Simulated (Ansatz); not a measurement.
Which isomer of ClFHNSi2 gives these data?

These gas-phase data were calculated for one isomer of ClFHNSi2 at B3LYP-D3(BJ)/def2-SVP (harmonic, unscaled wavenumbers; equilibrium rotational constants with average atomic masses):

```
rotational constants            : 4.196, 1.74, 1.395 GHz
all wavenumbers above 1500 cm⁻¹ : 3532
```

Candidates:

(1) `F[Si@H](Cl)N=[Si]`, a singlet
(2) `F[Si@]1(Cl)N[Si]1`, a singlet

Problem. Which candidate do the data belong to?

Solution. Candidate (2). The band at 3532 cm⁻¹ lies where the N–H stretch is expected; (1) has no mode between 3250 and 3800 cm⁻¹.

The same quantities for all candidates:

```tsv
	rotational constants (GHz)	wavenumbers above 1500 cm⁻¹	E above the lowest, B3LYP-D3(BJ)/def2-SVP (kcal/mol)
(1)	4.07, 1.419, 1.119	2304	0.0
(2)	4.196, 1.74, 1.395	3532	24.4
```

Harmonic stretches to hydrogen usually lie a few per cent above observed fundamentals. Each candidate is one conformer. Programs: Ansatz 0.2.0.
